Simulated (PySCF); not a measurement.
# Hf³⁺: interval between two levels

Hf³⁺ [Xe] 4f14 5d1 [2D5/2, M_J = 5/2] → Hf³⁺ [Xe] 4f14 6s1 [2S1/2, M_J = 1/2], as a difference of total energies. Calculation: PySCF 2.14, in x2c-TZVPall-2c; the two-component X2C-1e Hamiltonian. Correlated levels: [Kr] 4d10 4f14 frozen; the 34 highest virtual spinors dropped. "Screened" scales the spin-orbit matrix elements by Boettger's factors to mimic the two-electron term; Breit and QED terms are absent.

| method | interval between two levels (cm⁻¹) |
| --- | --- |
| GHF (screened spin-orbit) | 15541 |
| GMP2 (screened spin-orbit) | 11425 |
